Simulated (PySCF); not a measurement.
## Dipole response of La²⁺ (lanthanum, charge +2)

[Xe] 6s1, 2S determinant (an excited configuration). Computed with PySCF 2.14 in x2c-TZVPPall with one added diffuse shell each of s, p, d type (12s8p8d3f1g, 106 functions), with scalar relativity by spin-free X2C-1e. Coupled (time-dependent) response in atomic units; α is the mean over directions.

```
method  mean α (bohr³)  C₆ (like pair)  S(−4)
   UHF           87.05           809.3   5652
   PBE           70.91           627.9   3583
```

S(−4) is the Cauchy moment in α(ω) = α(0) + S(−4) ω² + …

α(iu) at UHF:

```tsv
u (hartree)	α(iu) (bohr³)
0	87.05
0.0500	75.06
0.100	54.06
0.200	28.26
0.300	18.06
0.500	10.67
0.750	7.163
1.00	5.280
1.50	3.243
2.00	2.212
3.00	1.250
5.00	0.5881
```

For an ion, C₆ is the dispersion term alone; charge-induced terms of lower order in 1/R come first.

Spin-orbit coupling, which splits the p, d and f shells strongly at this Z, is absent.
